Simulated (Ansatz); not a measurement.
`C[Si]SC`, relaxed with RKS PBE0-D4/def2-TZVP in Ansatz 0.2.0 from a GFN2-xTB geometry. The force threshold is 0.005 eV/Å; the program also tests the step.

Total charge 0; spin multiplicity 1.

Start:

```xyz
10

C     1.736    0.570    1.076
Si    0.745   -1.026    0.686
S    -0.151   -1.130   -1.285
C    -1.797   -0.372   -1.012
H     1.115    1.451    0.938
H     2.084    0.553    2.103
H     2.599    0.651    0.420
H    -2.357   -0.974   -0.304
H    -1.679    0.643   -0.645
H    -2.295   -0.365   -1.976
```

```json
{"step": "1", "energy (eV)": "-20875.5256", "largest force (eV/Å)": "0.958", "largest move (Å)": "0.000"}
{"step": "2", "energy (eV)": "-20875.7383", "largest force (eV/Å)": "0.620", "largest move (Å)": "0.195"}
{"step": "3", "energy (eV)": "-20875.7983", "largest force (eV/Å)": "0.459", "largest move (Å)": "0.103"}
{"step": "4", "energy (eV)": "-20875.8490", "largest force (eV/Å)": "0.361", "largest move (Å)": "0.190"}
{"step": "5", "energy (eV)": "-20875.8949", "largest force (eV/Å)": "0.309", "largest move (Å)": "0.130"}
{"step": "6", "energy (eV)": "-20875.9793", "largest force (eV/Å)": "0.673", "largest move (Å)": "0.198"}
{"step": "7", "energy (eV)": "-20876.1098", "largest force (eV/Å)": "0.636", "largest move (Å)": "0.193"}
{"step": "8", "energy (eV)": "-20876.2809", "largest force (eV/Å)": "0.557", "largest move (Å)": "0.191"}
{"step": "9", "energy (eV)": "-20876.4290", "largest force (eV/Å)": "0.371", "largest move (Å)": "0.199"}
{"step": "10", "energy (eV)": "-20876.5183", "largest force (eV/Å)": "0.331", "largest move (Å)": "0.200"}
{"step": "11 (rejected)", "energy (eV)": "-20876.5110", "largest force (eV/Å)": "0.527", "largest move (Å)": "0.200"}
{"step": "13", "energy (eV)": "-20876.5552", "largest force (eV/Å)": "0.140", "largest move (Å)": "0.100"}
{"step": "15 (rejected)", "energy (eV)": "-20876.5609", "largest force (eV/Å)": "0.126", "largest move (Å)": "0.065"}
{"step": "17", "energy (eV)": "-20876.5629", "largest force (eV/Å)": "0.118", "largest move (Å)": "0.075"}
{"step": "19", "energy (eV)": "-20876.5656", "largest force (eV/Å)": "0.057", "largest move (Å)": "0.035"}
{"step": "21 (rejected)", "energy (eV)": "-20876.5555", "largest force (eV/Å)": "0.468", "largest move (Å)": "0.169"}
{"step": "23", "energy (eV)": "-20876.5677", "largest force (eV/Å)": "0.018", "largest move (Å)": "0.032"}
{"step": "25 (rejected)", "energy (eV)": "-20876.5677", "largest force (eV/Å)": "0.038", "largest move (Å)": "0.029"}
{"step": "27", "energy (eV)": "-20876.5685", "largest force (eV/Å)": "0.042", "largest move (Å)": "0.054"}
{"step": "29", "energy (eV)": "-20876.5689", "largest force (eV/Å)": "0.032", "largest move (Å)": "0.032"}
{"step": "31", "energy (eV)": "-20876.5692", "largest force (eV/Å)": "0.022", "largest move (Å)": "0.032"}
{"step": "33", "energy (eV)": "-20876.5692", "largest force (eV/Å)": "0.048", "largest move (Å)": "0.052"}
{"step": "35 (rejected)", "energy (eV)": "-20876.5655", "largest force (eV/Å)": "0.254", "largest move (Å)": "0.016"}
{"step": "37", "energy (eV)": "-20876.5694", "largest force (eV/Å)": "0.008", "largest move (Å)": "0.016"}
{"step": "39", "energy (eV)": "-20876.5694", "largest force (eV/Å)": "0.009", "largest move (Å)": "0.001"}
{"step": "41", "energy (eV)": "-20876.5694", "largest force (eV/Å)": "0.001", "largest move (Å)": "0.009"}
{"step": "43", "energy (eV)": "-20876.5694", "largest force (eV/Å)": "0.002", "largest move (Å)": "0.013"}
```

End:

```xyz
10

C     1.924    0.507    1.105
Si    0.128   -0.121    1.121
S    -0.213    0.061   -0.952
C    -1.923   -0.501   -1.149
H     1.985    1.380    1.766
H     2.560   -0.260    1.562
H     2.338    0.774    0.131
H    -2.341   -0.788   -0.183
H    -2.516    0.306   -1.578
H    -1.941   -1.357   -1.823
```

Run time 87 s (2 threads of an AMD EPYC 7R13 on a shared host and a share of an NVIDIA H100 80 GB); peak host memory 0.84 GiB.
